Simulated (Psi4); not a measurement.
A dimer, C4H4S ··· H6B3N3 (SMILES c1ccsc1 and B1NBNBN1); the first 9 atoms form monomer A.

```
21

C      0.5879    -0.7893     0.1605
C     -0.7955    -0.5916    -0.1049
C     -1.1175     0.7267    -0.2528
S      0.2611     1.7358    -0.0698
C      1.2845     0.3838     0.2080
H      1.0426    -1.7579     0.3089
H     -1.5163    -1.3925    -0.1821
H     -2.0833     1.1579    -0.4579
H      2.3366     0.5271     0.3901
B     -0.6389     0.6562    -3.3221
N     -1.2437    -0.6369    -3.3068
B     -0.5054    -1.8368    -3.0761
N      0.8985    -1.7028    -2.8544
B      1.5679    -0.4419    -2.8566
N      0.7689     0.7173    -3.0936
H     -1.2814     1.6417    -3.5172
H     -2.2355    -0.7056    -3.4655
H     -1.0378    -2.9037    -3.0689
H      1.4409    -2.5348    -2.6896
H      2.7427    -0.3604    -2.6689
H      1.2185     1.6181    -3.0997
```

### Question
What interaction energy does SAPT0/jun-cc-pVDZ, frozen core run with Psi4 1.11 give, and which attractive term is the largest?

### Answer
Total 3.42 kJ/mol: electrostatics -37.41, exchange 94.51, induction -6.61, dispersion -47.06. The most attractive term is dispersion.
